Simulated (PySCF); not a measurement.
# Correlation energy of Cu(20+) (copper, charge +20)

Starting occupation: [He] 2s2 2p5, 2p1/2 with m_j = +1/2, 2p3/2 with m_j = -3/2, -1/2, +1/2, +3/2. Calculation: PySCF 2.14, in an even-tempered Gaussian basis (18 s from 5.1 bohr⁻², ratio 2.4; 12 p from 6.6 bohr⁻², ratio 2.4; 5 d from 29 bohr⁻², ratio 2.6; 5 f from 43 bohr⁻², ratio 2.6); X2C-1e with screened-nucleus spin-orbit coupling, Gaussian nucleus. Frozen: nothing; 9 electrons correlated; the 36 highest virtual spinors left out.

MP2 pair energies summed by pair of shells (mhartree):

```
       pair  energy  share (%)
2p3/2-2p3/2  -93.28       29.4
2p3/2-2s1/2  -59.64       18.8
2p1/2-2p3/2  -49.47       15.6
1s1/2-1s1/2  -39.60       12.5
1s1/2-2p3/2  -27.71        8.7
2p1/2-2s1/2  -18.62        5.9
2s1/2-2s1/2  -11.90        3.8
1s1/2-2s1/2   -9.12        2.9
1s1/2-2p1/2   -7.44        2.3
```

Total MP2 correlation energy: -316.79 mhartree.
